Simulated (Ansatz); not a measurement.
Born–Oppenheimer molecular dynamics of BFH₄O₂ (8 atoms, charge 0, multiplicity 1). It starts at the highest image of a converged band. Of that band: The profile has 2 maxima (images 3, 5) with wells between them (image 4): this band takes more than one step, which may be the mechanism or a detour left from its start path. A vibrational analysis at the climbing image gives one clearly imaginary mode, 961i cm⁻¹: a first-order saddle point.

These are results of RKS B3LYP-D4/def2-SVP in Ansatz 0.2.0, not measurements.

- ensemble: NVE (velocity Verlet)
- time step: 0.5 fs
- steps asked: 200
- starting velocities drawn for: 100 K
- seed: 11179

First frame:

```xyz
8
Properties=species:S:1:pos:R:3
B 0.008 0.059 0.069
O -0.014 -0.040 1.600
H -0.758 -0.564 1.930
H 1.113 0.000 -0.392
O -1.018 -0.523 -0.622
H -1.906 -0.332 -0.296
F -0.333 1.712 0.381
H -0.267 1.144 1.373
```

Problem. How far do the bonds stretch over the last three quarters of this one trajectory? (Pairs bonded in most of those frames.)

Solution. 
```json
{"bond": "B1–O2", "mean (Å)": "1.385", "spread (Å)": "0.031", "shortest": "1.36", "longest": "1.49"}
{"bond": "B1–H4", "mean (Å)": "1.202", "spread (Å)": "0.007", "shortest": "1.19", "longest": "1.21"}
{"bond": "B1–O5", "mean (Å)": "1.357", "spread (Å)": "0.009", "shortest": "1.34", "longest": "1.37"}
{"bond": "O2–H3", "mean (Å)": "0.968", "spread (Å)": "0.019", "shortest": "0.94", "longest": "1.00"}
{"bond": "O5–H6", "mean (Å)": "0.967", "spread (Å)": "0.012", "shortest": "0.95", "longest": "0.99"}
{"bond": "F7–H8", "mean (Å)": "0.937", "spread (Å)": "0.021", "shortest": "0.91", "longest": "1.00"}
```

Mean temperature of the second half: 745 K. The conserved energy stayed within 0.14 meV per atom of its start (net change -0.024 meV per atom), so the integration is sound. The kinetic energy rose, since the run started high on the potential surface and went downhill. It ends in pieces (BH3O2 + FH), so much of that is their flight and rotation, not heat. A run of 0.1 ps of so small a system gives no equilibrium averages. The orbitals stay closed-shell, which can raise the energy where a bond breaks towards radicals; this wasn't checked here.

Run time: 4.3 min on 2 threads of Arm Neoverse V1, on a shared host, peak memory 0.16 GiB.
